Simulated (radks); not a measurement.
Values are calculated unless marked as measured or tabulated.
Task: Successive ionisation energies (eV) of one element, from differences of total energies of ions in their ground configurations, starting at charge 1: 19.293, 35.836, 55.289, 77.187, 101.24, 127.30, 155.10, 184.67, 277.72, 308.83, 340.79. Code: a radial shooting solver on a logarithmic mesh with Libxc functionals. Model: scalar-relativistic Kohn-Sham, SCAN, spin-unpolarised, spherical densities, finite nucleus; meta-GGA in the generalised Kohn-Sham scheme; Fermi nuclear charge, rms radius 3.7875 fm. Which element is it?

Result: Cobalt (Z = 27). The first species listed is Co+ in [Ar] 3d8, the last Co11+ in [Ne] 3s2 3p4.
